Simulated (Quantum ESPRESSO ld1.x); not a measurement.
Task: P, 15 electrons, occupied as [Ne] 3s1 3p3 3d1 (not the ground configuration). Calculated with ld1.x of Quantum ESPRESSO 7.5: non-relativistic Kohn-Sham, LDA (Slater exchange, Perdew-Wang correlation), spin-polarised, spherical densities, point nucleus; open shells are filled with parallel spins first. Some entries of the table are withheld. Estimate them.

orbital,occ.,eigenvalue (Ry),<r> (bohr)
1s up,1,-152.575,0.1043
1s down,1,-152.530,0.1043
2s up,1,-13.0964,0.5241
2s down,1,-13.0407,0.5229
2p up,3,(1),(2)
2p down,3,(3),(4)
3s up,1,-1.43774,1.815
3s down,0,-1.04550,1.865
3p up,3,-0.77694,2.127
3p down,0,-0.42069,2.378
3d up,1,-0.04816,(5)
3d down,0,-0.00395,(6)

Result: 
(1) 2p up eigenvalue (Ry): -9.59544
(2) 2p up <r> (bohr): 0.4869
(3) 2p down eigenvalue (Ry): -9.53066
(4) 2p down <r> (bohr): 0.4851
(5) 3d up <r> (bohr): 5.859
(6) 3d down <r> (bohr): 15.69
